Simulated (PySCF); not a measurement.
Si(F)(Br)(Me)(OH) (CH4BrFOSi), SMILES C[Si](O)(F)Br. Atoms are numbered in the order given.

```xyz
9

C      2.0206    -0.2048    -1.0362
Si     0.1856    -0.1281    -0.7988
O     -0.4963    -1.5339    -1.3583
F     -0.4407     1.1479    -1.6094
Br    -0.3583     0.2080     1.3481
H      2.4524    -1.0319    -0.4398
H      2.4907     0.7453    -0.7161
H      2.2570    -0.3771    -2.1055
H     -1.4443    -1.6534    -1.1718
```

Geometry optimised at PBE-D3(BJ)/def2-SVP. The values are those of a single conformer.

Two levels are set side by side: PBE/pcSseg-1 (PySCF) and PBE0/pcSseg-1 (PySCF). GIAO shifts against CFCl3 (¹⁹F), H2O (¹⁷O), TMS (²⁹Si), TMS (¹H), TMS (¹³C) at the same level; non-relativistic, no solvent, atoms listed together averaged. Without spin–orbit terms, shifts of atoms bonded to Cl or Br come out too high at both levels. Differences are taken from unrounded values.

```json
[
 {"quantity": "δ(¹³C) of C1 (ppm)", "PBE0": "4.8"},
 {"quantity": "δ(²⁹Si) of Si2 (ppm)", "PBE0": "6.8"},
 {"quantity": "δ(¹⁷O) of O3 (ppm)", "PBE0": "93.2"},
 {"quantity": "δ(¹⁹F) of F4 (ppm)", "PBE0": "-116.7"},
 {"quantity": "δ(¹H) of H9 (ppm)", "PBE0": "3.21"}
]
```

**Question.** What does PBE give, and how far is it from PBE0? (Estimate from the structure and the level; the computed values follow.)

**Answer.** 
```csv
quantity,PBE,PBE minus PBE0
δ(¹³C) of C1 (ppm),5.0,0.2
δ(²⁹Si) of Si2 (ppm),7.8,1.0
δ(¹⁷O) of O3 (ppm),105.4,12.2
δ(¹⁹F) of F4 (ppm),-127.9,-11.2
δ(¹H) of H9 (ppm),3.11,-0.09
```

Rough cost on one machine, each run with all the roots and properties that it gave: PBE0 against PBE within a factor of 2.
